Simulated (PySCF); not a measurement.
Triethyl orthoformate, C₇H₁₆O₃.
Atom-mapped SMILES: `[CH3:1][CH2:2][O:3][CH:4]([O:5][CH2:6][CH3:7])[O:8][CH2:9][CH3:10]` (hydrogens: H11, H12, H13 on C1; H14, H15 on C2; H16 on C4; H17, H18 on C6; H19, H20, H21 on C7; H22, H23 on C9; H24, H25, H26 on C10)

The same species was optimised twice, with GFN2-xTB and with PBE0-D3(BJ)/def2-SVP (PySCF), and the same property calculations (PySCF, gas phase) were run on both structures.

```tsv
coordinate	GFN2-xTB	PBE0-D3(BJ)/def2-SVP	change
C2–O3 (Å)	1.420	1.408	-0.012
O5–C6 (Å)	1.420	1.408	-0.012
O8–C9 (Å)	1.420	1.408	-0.012
C1–C2 (Å)	1.519	1.508	-0.011
C9–C10 (Å)	1.519	1.508	-0.011
C6–C7 (Å)	1.519	1.508	-0.011
O3–C4 (Å)	1.381	1.374	-0.007
C4–O5 (Å)	1.381	1.375	-0.006
C4–O8 (Å)	1.381	1.375	-0.006
C4–O5–C6 (°)	114.2	114.9	+0.7
C2–O3–C4 (°)	114.4	115.0	+0.6
O5–C4–O8 (°)	109.8	109.2	-0.6
O3–C4–O8 (°)	109.8	109.2	-0.6
O3–C4–O5 (°)	109.7	109.1	-0.6
C4–O8–C9 (°)	114.3	114.8	+0.5
O8–C9–C10 (°)	108.2	108.6	+0.4
O5–C6–C7 (°)	108.3	108.6	+0.3
C1–C2–O3–C4 (°)	-174	-176	-2
C2–O3–C4–O5 (°)	177	174	-3
O3–C4–O5–C6 (°)	-62	-67	-5
C4–O5–C6–C7 (°)	-174	-175	-1
```

Rotational constants: A = 1036, B = 1034, C = 538.6 MHz (GFN2-xTB) against A = 1041, B = 1035, C = 542.4 MHz (PBE0-D3(BJ)/def2-SVP). Atoms that the bonding makes alike are paired by their places after alignment.

On the GFN2-xTB structure: HOMO (eV) -7.62 [PBE0/pcSseg-1]; LUMO (eV) 1.56 [PBE0/pcSseg-1]; dipole (D) 1.91 [PBE0/pcSseg-1]; GIAO shielding of C1/C7/C10 (mean) (ppm) 169.9 [PBE0/pcSseg-1]; GIAO shielding of C2/C6/C9 (mean) (ppm) 122.1 [PBE0/pcSseg-1]; GIAO shielding of O3/O5/O8 (mean) (ppm) 227.6 [PBE0/pcSseg-1]; GIAO shielding of C4 (ppm) 66.0 [PBE0/pcSseg-1].

Task: What do these properties become on the PBE0-D3(BJ)/def2-SVP structure?

Result: 
```json
{"property": "HOMO (eV)", "level": "PBE0/pcSseg-1", "on GFN2-xTB": "-7.62", "on PBE0-D3(BJ)/def2-SVP": "-7.70", "change": "-0.08"}
{"property": "LUMO (eV)", "level": "PBE0/pcSseg-1", "on GFN2-xTB": "1.56", "on PBE0-D3(BJ)/def2-SVP": "1.53", "change": "-0.03"}
{"property": "dipole (D)", "level": "PBE0/pcSseg-1", "on GFN2-xTB": "1.91", "on PBE0-D3(BJ)/def2-SVP": "2.10", "change": "+0.19"}
{"property": "energy, GFN2-xTB geometry as zero (kcal/mol)", "level": "PBE0/pcSseg-1", "on GFN2-xTB": "0.0", "on PBE0-D3(BJ)/def2-SVP": "-0.6", "change": "-0.6"}
{"property": "GIAO shielding of C1/C7/C10 (mean) (ppm)", "level": "PBE0/pcSseg-1", "on GFN2-xTB": "169.9", "on PBE0-D3(BJ)/def2-SVP": "167.9", "change": "-2.0"}
{"property": "GIAO shielding of C2/C6/C9 (mean) (ppm)", "level": "PBE0/pcSseg-1", "on GFN2-xTB": "122.1", "on PBE0-D3(BJ)/def2-SVP": "122.8", "change": "+0.7"}
{"property": "GIAO shielding of O3/O5/O8 (mean) (ppm)", "level": "PBE0/pcSseg-1", "on GFN2-xTB": "227.6", "on PBE0-D3(BJ)/def2-SVP": "229.9", "change": "+2.3"}
{"property": "GIAO shielding of C4 (ppm)", "level": "PBE0/pcSseg-1", "on GFN2-xTB": "66.0", "on PBE0-D3(BJ)/def2-SVP": "67.2", "change": "+1.2"}
```

The heavy atoms differ by 0.038 Å rms after alignment. Among bonds between heavy atoms C1–C2, C2–O3, O5–C6, C6–C7, O8–C9 and C9–C10 change most and about equally (-0.012 to -0.011 Å). Changes are differences of the printed values. Neither structure is proved a minimum here.
